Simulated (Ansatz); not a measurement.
`C[Si](C)(C)C#CC#Cc1ccc(C#Cc2ccc(C#Cc3ccc(C#Cc4ccc(C#C[Si](C)(C)C)cc4)cc3)cc2)cc1`. The state is a singlet with charge 0. Geometry PBE-D4/def2-SVP.

Cartesian coordinates in Å:
```
C 0.420 7.904 16.952
Si 2.145 7.654 16.219
C 3.173 6.507 17.314
C 3.017 9.315 15.988
C 1.958 6.861 14.558
C 1.827 6.328 13.442
C 1.681 5.747 12.221
C 1.545 5.217 11.108
C 1.385 4.613 9.837
C 1.355 3.198 9.701
C 1.193 2.606 8.451
C 1.053 3.400 7.280
C 0.882 2.797 6.008
C 0.729 2.273 4.901
C 0.550 1.672 3.628
C 0.313 2.468 2.474
C 0.133 1.879 1.226
C 0.187 0.466 1.072
C 0.003 -0.134 -0.201
C -0.158 -0.655 -1.308
C -0.343 -1.252 -2.582
C -0.808 -0.486 -3.685
C -0.990 -1.072 -4.935
C -0.710 -2.450 -5.142
C -0.891 -3.046 -6.417
C -1.047 -3.563 -7.527
C -1.224 -4.156 -8.804
C -0.828 -5.500 -9.044
C -0.997 -6.080 -10.299
C -1.570 -5.343 -11.370
C -1.740 -5.935 -12.654
C -1.886 -6.448 -13.769
Si -2.099 -7.214 -15.438
C -0.443 -7.954 -15.972
C -2.645 -5.868 -16.648
C -3.416 -8.566 -15.315
C -1.966 -3.999 -11.131
C -1.796 -3.418 -9.877
C -0.243 -3.216 -4.039
C -0.065 -2.631 -2.788
C 0.427 -0.330 2.226
C 0.603 0.259 3.475
C 1.082 4.815 7.417
C 1.245 5.409 8.666
H -0.108 6.936 17.067
H 0.491 8.380 17.952
H -0.198 8.556 16.302
H 2.679 5.521 17.432
H 3.304 6.951 18.322
H 4.178 6.336 16.878
H 4.020 9.178 15.537
H 2.431 9.984 15.326
H 3.145 9.823 16.967
H 1.461 2.574 10.599
H 1.171 1.510 8.358
H 0.273 3.562 2.580
H -0.051 2.505 0.340
H -1.026 0.581 -3.538
H -1.353 -0.470 -5.780
H -0.383 -6.081 -8.222
H -0.687 -7.121 -10.474
H -0.532 -8.426 -16.973
H -0.105 -8.729 -15.255
H 0.342 -7.173 -16.028
H -2.783 -6.291 -17.665
H -3.605 -5.414 -16.331
H -1.888 -5.060 -16.711
H -4.387 -8.147 -14.982
H -3.569 -9.050 -16.302
H -3.114 -9.349 -14.590
H -2.411 -3.420 -11.953
H -2.106 -2.377 -9.703
H -0.023 -4.283 -4.186
H 0.296 -3.234 -1.942
H 0.469 -1.424 2.120
H 0.786 -0.367 4.360
H 0.975 5.440 6.519
H 1.268 6.504 8.759
```

Single mean-field runs in def2-SVP, def2-TZVP are fitted with def2-universal-jkfit.

Q: Estimate the orbital energies around the gap (eV) in Ansatz with PBE-D4/def2-SVP, PBE-D4/def2-TZVP, r2SCAN-D4/def2-TZVP, PBE0-D4/def2-SVP, PBE0-D4/def2-TZVP.

A: 
```json
{"orbital": "HOMO−5", "PBE-D4/def2-SVP": "-6.39", "PBE-D4/def2-TZVP": "-6.48", "r2SCAN-D4/def2-TZVP": "-6.71", "PBE0-D4/def2-SVP": "-7.64", "PBE0-D4/def2-TZVP": "-7.67"}
{"orbital": "HOMO−4", "PBE-D4/def2-SVP": "-6.31", "PBE-D4/def2-TZVP": "-6.38", "r2SCAN-D4/def2-TZVP": "-6.58", "PBE0-D4/def2-SVP": "-7.38", "PBE0-D4/def2-TZVP": "-7.40"}
{"orbital": "HOMO−3", "PBE-D4/def2-SVP": "-5.92", "PBE-D4/def2-TZVP": "-5.99", "r2SCAN-D4/def2-TZVP": "-6.19", "PBE0-D4/def2-SVP": "-7.04", "PBE0-D4/def2-TZVP": "-7.06"}
{"orbital": "HOMO−2", "PBE-D4/def2-SVP": "-5.84", "PBE-D4/def2-TZVP": "-5.91", "r2SCAN-D4/def2-TZVP": "-6.08", "PBE0-D4/def2-SVP": "-6.81", "PBE0-D4/def2-TZVP": "-6.83"}
{"orbital": "HOMO−1", "PBE-D4/def2-SVP": "-5.38", "PBE-D4/def2-TZVP": "-5.45", "r2SCAN-D4/def2-TZVP": "-5.59", "PBE0-D4/def2-SVP": "-6.26", "PBE0-D4/def2-TZVP": "-6.27"}
{"orbital": "HOMO", "PBE-D4/def2-SVP": "-5.02", "PBE-D4/def2-TZVP": "-5.07", "r2SCAN-D4/def2-TZVP": "-5.19", "PBE0-D4/def2-SVP": "-5.81", "PBE0-D4/def2-TZVP": "-5.82"}
{"orbital": "LUMO", "PBE-D4/def2-SVP": "-3.12", "PBE-D4/def2-TZVP": "-3.20", "r2SCAN-D4/def2-TZVP": "-3.16", "PBE0-D4/def2-SVP": "-2.58", "PBE0-D4/def2-TZVP": "-2.62"}
{"orbital": "LUMO+1", "PBE-D4/def2-SVP": "-2.68", "PBE-D4/def2-TZVP": "-2.77", "r2SCAN-D4/def2-TZVP": "-2.70", "PBE0-D4/def2-SVP": "-2.08", "PBE0-D4/def2-TZVP": "-2.12"}
{"orbital": "LUMO+2", "PBE-D4/def2-SVP": "-2.08", "PBE-D4/def2-TZVP": "-2.17", "r2SCAN-D4/def2-TZVP": "-2.07", "PBE0-D4/def2-SVP": "-1.38", "PBE0-D4/def2-TZVP": "-1.43"}
{"orbital": "LUMO+3", "PBE-D4/def2-SVP": "-1.76", "PBE-D4/def2-TZVP": "-1.86", "r2SCAN-D4/def2-TZVP": "-1.74", "PBE0-D4/def2-SVP": "-0.96", "PBE0-D4/def2-TZVP": "-1.03"}
{"orbital": "LUMO+4", "PBE-D4/def2-SVP": "-1.46", "PBE-D4/def2-TZVP": "-1.60", "r2SCAN-D4/def2-TZVP": "-1.44", "PBE0-D4/def2-SVP": "-0.62", "PBE0-D4/def2-TZVP": "-0.69"}
{"orbital": "LUMO+5", "PBE-D4/def2-SVP": "-1.43", "PBE-D4/def2-TZVP": "-1.58", "r2SCAN-D4/def2-TZVP": "-1.41", "PBE0-D4/def2-SVP": "-0.56", "PBE0-D4/def2-TZVP": "-0.69"}
```
